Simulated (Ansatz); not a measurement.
One change: `C[O][Sn][NH2]` becomes `C[O][Sn][S]C`.

Ansatz, PBE0-D4/def2-TZVP geometries, multiplicity 1. Each molecule was computed in one conformer, which needn't be the lowest.

Elements past krypton have def2 core potentials.

| property | `C[O][Sn][NH2]` |
| --- | --- |
| HOMO–LUMO gap (PBE0/def2-TZVPP) / eV | 5.67 |
| LUMO energy (PBE0/def2-TZVPP) / eV | -1.55 |
| LUMO energy (ωB97M-V/def2-TZVPP) / eV | 0.14 |
| HOMO energy (PBE/def2-TZVPP) / eV | -5.83 |
| HOMO energy (ωB97M-V/def2-TZVPP) / eV | -9.42 |
| HOMO–LUMO gap (ωB97M-V/def2-TZVPP) / eV | 9.56 |

(1) What does the change do to each property? (Best estimate.)

Answers

(1) Computed: 
```
                               property  `C[O][Sn][S]C`  shift
   HOMO–LUMO gap (PBE0/def2-TZVPP) / eV            4.53  -1.14
     LUMO energy (PBE0/def2-TZVPP) / eV           -2.21  -0.66
  LUMO energy (ωB97M-V/def2-TZVPP) / eV           -0.52  -0.66
      HOMO energy (PBE/def2-TZVPP) / eV           -5.64   0.19
  HOMO energy (ωB97M-V/def2-TZVPP) / eV           -8.79   0.63
HOMO–LUMO gap (ωB97M-V/def2-TZVPP) / eV            8.27  -1.29
```

With PBE0 the HOMO rises by 0.48 eV and the LUMO falls by 0.66 eV, so the gap narrows by about 1.14 eV. PBE moves the HOMO by 0.19 eV and ωB97M-V by 0.63 eV.
